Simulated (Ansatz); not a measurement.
Cost and result for the atomization energy of C2H6B2FN (`CB(F)BC=N`) (12 atoms, 11 bonds).

Z-matrix (Å, degrees):
```
C
B 1 1.562
H 1 1.091 2 114.5
H 1 1.094 2 111.1 3 -124.3
H 1 1.098 2 107.8 3 119.4
F 2 1.341 1 117.1 3 165.2
B 2 1.689 1 124.5 3 -17.5
C 7 1.556 2 121.6 1 -100.0
H 7 1.201 2 121.6 1 82.2
N 8 1.277 7 120.5 2 -61.1
H 8 1.096 7 123.0 2 126.7
H 10 1.025 8 111.4 7 8.5
```

The species carries charge 0 and has multiplicity 1. The geometry is a stationary point of PBE0-D4/def2-TZVP. It is one conformer, not always the lowest. Program: Ansatz. All runs use 4 threads of an Arm Neoverse V1 on a shared host. Times are those of one run each, without the atoms' runs, and a repeat can differ threefold. Electronic energies, without spin–orbit coupling; frozen cores. CCSD(T)/CBS adds CCSD(T) − MP2 in def2-TZVPP to the MP2 limit, and its time is that of the two runs behind it. T1 = 0.015; the RHF reference is unstable towards UHF. B3LYP takes the VWN-RPA correlation (the form of Gaussian; ORCA's B3LYP/G).

CCSD(T)/CBS is a level of theory with its own doubt, some kJ/mol a heavy atom from the limit and from the frozen cores, so smaller differences don't rank the functionals.

| level | functions | atomization (kcal/mol) | difference from CCSD(T)/CBS | per bond |
| --- | --- | --- | --- | --- |
| r2SCAN-D4/def2-TZVPP (with forces) | 270 | 1150.8 | 13.4 | 1.2 |
| MP2/def2-QZVPP | 522 | 1150.2 | 12.8 | 1.2 |
| ωB97M-V/def2-TZVPP (with forces) | 270 | 1149.0 | 11.6 | 1.1 |
| ωB97X-V/def2-TZVPP | 270 | 1146.2 | 8.8 | 0.8 |
| CCSD(T)/def2-TZVPP | 270 | 1110.2 | -27.2 | -2.5 |
| CCSD(T)/CBS(def2) | – | 1137.4 | 0.0 | 0.0 |
| B2PLYP/def2-TZVPP | 270 | 1137.1 | -0.3 | 0.0 |
| PBE0-D4/def2-TZVPP | 270 | 1153.4 | 16.0 | 1.5 |
| PBE-D4/def2-TZVPP (with forces) | 270 | 1178.4 | 41.0 | 3.7 |
| B3LYP-D4/def2-TZVPP (with forces) | 270 | 1150.3 | 12.9 | 1.2 |

Task: Order the runs by time, with rough figures. (Estimate.)

Result: Ansatz gave: PBE-D4/def2-TZVPP (with forces) 2.7 s; PBE0-D4/def2-TZVPP 2.9 s; B3LYP-D4/def2-TZVPP (with forces) 4.7 s; r2SCAN-D4/def2-TZVPP (with forces) 4.8 s; B2PLYP/def2-TZVPP 6.5 s; ωB97X-V/def2-TZVPP 8 s; ωB97M-V/def2-TZVPP (with forces) 12 s; MP2/def2-QZVPP 35 s; CCSD(T)/def2-TZVPP 4.5 min; CCSD(T)/CBS(def2) 5 min.

From PBE to PBE0 (25 % exact exchange), in def2-TZVPP and without D4, the atomization energy moves by −24.3 kcal/mol: exact exchange takes away binding that semilocal exchange gives to molecules. In def2-TZVPP, CCSD(T) changes the Hartree–Fock value by +262.7 kcal/mol (the triples alone add +17.5 kcal/mol) and MP2 by +286.7 kcal/mol; breaking electron pairs costs correlation energy, which Hartree–Fock lacks. The D4 term adds +7.7 kcal/mol with B3LYP and +4.1 kcal/mol with PBE0; it sums over pairs of atoms, weighted by their polarisabilities, and B3LYP, whose exchange is more repulsive, gets the larger term.
